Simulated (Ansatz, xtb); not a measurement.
## Two isomers of C5H8BN

Structure X is `BC1=CC(N)=CC1`, a singlet and structure Y is `BC1=CCC=C1N`, a singlet. Both are isolated molecules in the gas phase, relaxed with B3LYP/def2-SVP; the shapes shown needn't be the lowest conformers.

X (Å):

```xyz
15

C     0.5049    1.4577    0.0048
C     0.5953    0.2633    0.6762
C     1.7917   -0.4760    0.2896
C     2.4647    0.2710   -0.6420
C     1.7225    1.5443   -0.8918
B    -0.6152    2.4785    0.1638
N     2.1473   -1.6856    0.8603
H    -0.6150    3.5153   -0.4598
H    -1.5272    2.2544    0.9266
H    -0.1301   -0.0962    1.4120
H     1.3845   -2.2590    1.2026
H     2.8486   -2.2255    0.3660
H     3.4011   -0.0073   -1.1287
H     1.4303    1.6689   -1.9535
H     2.3227    2.4455   -0.6542
```

Y (Å):

```yaml
atoms:
  - { symbol: C, position_ang: [0.7942, 1.2510, 0.1039] }
  - { symbol: C, position_ang: [0.9072, 0.8796, 1.4164] }
  - { symbol: C, position_ang: [1.7304, -0.3623, 1.5521] }
  - { symbol: C, position_ang: [2.0923, -0.6898, 0.1301] }
  - { symbol: C, position_ang: [1.5550, 0.2486, -0.6975] }
  - { symbol: B, position_ang: [-0.0008, 2.4673, -0.3779] }
  - { symbol: N, position_ang: [1.6860, 0.3826, -2.0651] }
  - { symbol: H, position_ang: [-0.1191, 2.7343, -1.5529] }
  - { symbol: H, position_ang: [-0.5434, 3.1836, 0.4287] }
  - { symbol: H, position_ang: [0.4573, 1.4120, 2.2574] }
  - { symbol: H, position_ang: [2.6051, -0.1758, 2.2093] }
  - { symbol: H, position_ang: [1.1538, -1.1588, 2.0658] }
  - { symbol: H, position_ang: [2.7026, -1.5435, -0.1661] }
  - { symbol: H, position_ang: [1.9971, -0.4343, -2.5771] }
  - { symbol: H, position_ang: [0.9541, 0.9026, -2.5353] }
```

Energies in hartree; the thermal terms are from GFN2-xTB frequencies at re-optimised GFN2-xTB minima (ideal gas, soft modes damped towards free rotors, one conformer each, 298.15 K, 1 atm) and include the zero-point energy:

|  | X | Y |
| --- | --- | --- |
| E, CCSD(T)/def2-SVP | −273.892026 | −273.889617 |
| E, MP2/def2-SVP | −273.796363 | −273.792592 |
| E, MP2/def2-TZVPP | −274.296919 | −274.293183 |
| zero-point energy | 0.117203 | 0.116999 |
| H(298 K) − E | 0.125418 | 0.125238 |
| G(298 K) − E | 0.086771 | 0.086528 |

Question: Correct the CCSD(T) difference for the basis set by the MP2 change, then work out ΔE, ΔE₀, ΔH and ΔG for X → Y in kcal/mol (1 Eh = 627.51 kcal/mol) and the equilibrium ratio [Y]/[X].

Answer: 1. Differences Y − X: CCSD(T) +0.002409, MP2 in the small set +0.003771, MP2 in the large set +0.003736 Eh.
2. ΔE = +0.002409 + (+0.003736 − (+0.003771)) = +0.002374 Eh = +1.49 kcal/mol.
3. ΔE₀ = ΔE + ΔZPE = +0.002374 + (−0.000204) Eh = +1.36 kcal/mol.
4. ΔH = ΔE + (−0.000180) Eh = +1.38 kcal/mol.
5. ΔG = ΔE + (−0.000243) Eh = +1.34 kcal/mol, so ΔS = (ΔH − ΔG)/T = +0.6 J/(mol K).
6. kT = 0.9442 mEh, so K = [Y]/[X] = exp(−ΔG/kT) = exp(−2.26) ≈ 0.1.

Structure X is favoured at this temperature. An error of 1 kcal/mol in ΔG would change K by a factor of 5.4. Mirror images and further conformers aren't counted.

As drawn, both hold the same kinds of bond in the same numbers.

Other levels gave ΔE = +2.8 (GFN2-xTB); +0.3 (HF/STO-3G, GFN2-xTB geometries); +3.0 (r2SCAN-D4/def2-SVP, GFN2-xTB geometries); +2.6 (B3LYP/def2-SVP); +0.1 (HF/def2-SVP); +2.4 (MP2/def2-SVP); +1.5 (CCSD(T)/def2-SVP) kcal/mol. The correlated steps freeze 7 core orbitals. Programs: Ansatz 0.2.0, xtb 6.7.1.
